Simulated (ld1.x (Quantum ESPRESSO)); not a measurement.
## Configuration tests for caesium (TM)

Cs, norm-conserving Troullier–Martins (Kleinman–Bylander form), made with ld1.x (Quantum ESPRESSO) 7.5 (PBE, scalar-relativistic). Core [Xe], reference 5d0 6s0.5 6p0.5. Waves: 6s (bound): rc 4.20 bohr; 5d (bound, empty): rc 3.55 bohr; 6p (bound): rc 3.85 bohr. Local part: the p channel. Core correction: none.

Energies are relative to the spin-unpolarised reference configuration 5d0 6s0.5 6p0.5; without spin polarisation the order of configurations can differ from experiment. Not all tests gave a result: 1 of 5 tests not solved or not reliable. Left out of the table: 5d0 6s0 6p1 (solver errors, printed error -1.2 eV).

```json
{"valence configuration": "5d0 6s0.5 6p0", "charge": "+0.5", "ΔE all-electron (eV)": "0.791", "error AE − PS (meV)": "+5.1"}
{"valence configuration": "5d0.5 6s0.5 6p0", "charge": "0", "ΔE all-electron (eV)": "0.164", "error AE − PS (meV)": "+96"}
```

(1) What are ΔE and the potential's error for 5d0 6s1 6p0?

(2) What are ΔE and the potential's error for 5d1 6s0 6p0?

Note: ghost state, extra bound levels that the all-electron valence spectrum of the same l lacks: s at -41.5 eV. A true bound ghost makes a file unfit for plane-wave use.

## Answers

(1) ΔE = -0.679 eV all-electron; the error (AE − PS) is +27 meV.

(2) ΔE = 0.992 eV all-electron; the error (AE − PS) is +215 meV.
